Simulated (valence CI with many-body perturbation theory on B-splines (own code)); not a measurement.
# Eu³¹⁺: one-electron terms

Level of theory: valence CI with perturbative core correlation (CI+MBPT): four valence electrons over a frozen Dirac-Fock core [Ar] 3d10, a basis of 11 s, 11 p, 10 d, 8 f, 5 g, 2 h functions for each j, with the one-electron correlation potential Σ1, the two-electron term Σ2, the three-electron term Σ3, Breit, model QED; selected CI, second order for the rest, scaled by the run's own slope (own B-spline code, finite nucleus).

The last digits are not significant, and no measured levels were compared; by estimate large intervals hold to a few tenths of a per cent, small ones and those within an open d or f shell to about a per cent. Among the levels kept, up to 380 cm⁻¹ of a level comes from second order outside the variational space, and about a tenth of that is noise between levels of different J, which matters for small intervals.

These are the spectroscopic orbitals of the CI (the correlating ones are not listed), shaped by the core and the other valence electrons. h is the expectation value of the core's Dirac-Fock operator, without the valence repulsion; Σ1 is computed up to l = 3 at one energy for each symmetry, that of its lowest orbital but kept below the first core excitation, so for empty shells it is not the orbital's own correlation shift; Breit and QED include the response of the core.

| Orbital | h (hartree) | Σ1 (cm⁻¹) | Breit (cm⁻¹) | QED (cm⁻¹) | ⟨r⟩ (bohr) |
| --- | --- | --- | --- | --- | --- |
| 4s1/2 | -53.469 | -13302 | 6805 | 5119 | 0.5065 |
| 5s1/2 | -31.669 | -4716 | 2982 | 2280 | 0.8609 |
| 6s1/2 | -20.96 | -2258 | 1537 | 1194 | 1.312 |
| 7s1/2 | -14.901 | -1278 | 906 | 707 | 1.855 |
| 8s1/2 | -11.137 | -799 | 580 | 454 | 2.492 |
| 9s1/2 | -8.6394 | -534 | 393 | 308 | 3.222 |
| 4p1/2 | -50.808 | -13808 | 10621 | -14.8 | 0.5071 |
| 5p1/2 | -30.388 | -4960 | 4691 | -2.9 | 0.8736 |
| 6p1/2 | -20.256 | -2430 | 2484 | -0.7 | 1.334 |
| 7p1/2 | -14.473 | -1392 | 1482 | -0.1 | 1.887 |
| 8p1/2 | -10.858 | -876 | 956 | 0.1 | 2.533 |
| 9p1/2 | -8.4475 | -589 | 652 | 0.1 | 3.273 |
| 4p3/2 | -49.218 | -12398 | 6508 | 481 | 0.5249 |
| 5p3/2 | -29.654 | -4613 | 2891 | 218 | 0.8964 |
| 6p3/2 | -19.856 | -2295 | 1639 | 118 | 1.361 |
| 7p3/2 | -14.232 | -1325 | 981 | 70.8 | 1.919 |
| 8p3/2 | -10.701 | -839 | 634 | 45.9 | 2.571 |
| 9p3/2 | -8.3395 | -566 | 434 | 31.5 | 3.316 |
| 4d3/2 | -44.973 | -13567 | 4489 | -276 | 0.5185 |
| 5d3/2 | -27.651 | -5058 | 2056 | -121 | 0.9090 |
| 6d3/2 | -18.756 | -2555 | 1123 | -65.0 | 1.390 |
| 7d3/2 | -13.562 | -1490 | 682 | -39.1 | 1.965 |
| 8d3/2 | -10.263 | -950 | 445 | -25.3 | 2.633 |
| 4d5/2 | -44.637 | -13056 | 2726 | -89.2 | 0.5234 |
| 5d5/2 | -27.49 | -4878 | 1206 | -35.7 | 0.9150 |
| 6d5/2 | -18.666 | -2465 | 658 | -18.2 | 1.398 |
| 7d5/2 | -13.507 | -1438 | 396 | -10.6 | 1.974 |
| 8d5/2 | -10.227 | -917 | 258 | -6.7 | 2.643 |
| 4f5/2 | -40.101 | -12911 | 1495 | -143 | 0.4903 |
| 5f5/2 | -25.486 | -4218 | 675 | -69.7 | 0.9028 |
| 6f5/2 | -17.584 | -2081 | 362 | -39.2 | 1.403 |
| 7f5/2 | -12.852 | -1211 | 217 | -24.2 | 1.997 |
| 4f7/2 | -40.03 | -12551 | 470 | -84.7 | 0.4920 |
| 5f7/2 | -25.444 | -4097 | 217 | -39.9 | 0.9049 |
| 6f7/2 | -17.558 | -2024 | 119 | -22.0 | 1.406 |
| 7f7/2 | -12.836 | -1179 | 72.4 | -13.4 | 2.000 |
| 5g7/2 | -24.507 |  | 42.3 | -12.3 | 0.8352 |
| 6g7/2 | -17.025 |  | 36.7 | -8.7 | 1.345 |
| 7g7/2 | -12.504 |  | 26.7 | -6.0 | 1.949 |
| 5g9/2 | -24.492 |  | -16.9 | 0.0 | 0.8360 |
| 6g9/2 | -17.016 |  | -14.0 | -1.5 | 1.346 |
| 7g9/2 | -12.498 |  | -10.5 | -1.5 | 1.950 |
| 6h9/2 | -16.917 |  |  |  | 1.212 |
| 6h11/2 | -16.911 |  |  |  | 1.213 |

Among the shells of the start configuration 4s2 4p2, Σ1 is largest in size for 4p1/2, where it is 0.12 % of h.

Lowest root of each symmetry, sizes in configuration state functions:

```csv
J,Parity,Roots,Reference,Variational,Second order,Change by selected CI (cm⁻¹),Change by second order (cm⁻¹)
0,even,12,43,21192,77440,-4487,-1
1,even,18,88,32000,253998,-3915,-23
2,even,27,127,31988,423058,-4485,-84
3,even,19,108,31995,497732,-4730,-104
4,even,13,91,32000,472856,-3751,-103
5,even,4,52,31992,355920,-4535,-28
0,odd,9,44,24207,72505,-5639,-2
1,odd,22,118,31998,264414,-5105,-37
2,odd,28,151,31999,415397,-3931,-78
3,odd,25,143,31999,472815,-3702,-160
4,odd,15,109,31985,454295,-5734,-148
5,odd,6,67,31990,353241,-5767,-97
6,odd,2,32,23274,290314,-8439,-40
```
